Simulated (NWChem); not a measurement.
System: C3H2BF3; SMILES C#CB(F)C(F)F

Input file for NWChem:

```
start job
memory heap 200 mb stack 900 mb global 1100 mb
geometry units angstroms noautoz
  C      1.198709    -2.411799     0.347482
  C      0.396742    -1.526178     0.132938
  B     -0.571847    -0.398002    -0.147863
  F     -1.876234    -0.633607    -0.253651
  C     -0.099109     1.123742    -0.282886
  F     -0.126839     1.641320     1.000772
  F      1.183872     1.214965    -0.753177
  H      1.901383    -3.192833     0.539263
  H     -0.735766     1.762224    -0.908831
end
basis spherical
  * library def2-tzvp
end
dft
  xc xpbe96 cpbe96
  iterations 150
  semidirect filesize 400000000
  mulliken
end
task dft energy
```

The geometry was optimised at B3LYP/6-31G* (spherical d).

Question: Give the results of this calculation. (PBE/def2-TZVP.) Quantities: energy (Ha); highest occupied level (eV); orbital gap (eV); dipole (D).

Answer: The energy (Ha) is -439.60, the highest occupied level (eV) is -7.37 and the orbital gap (eV) comes out as 4.12. The dipole (D) is 1.56.
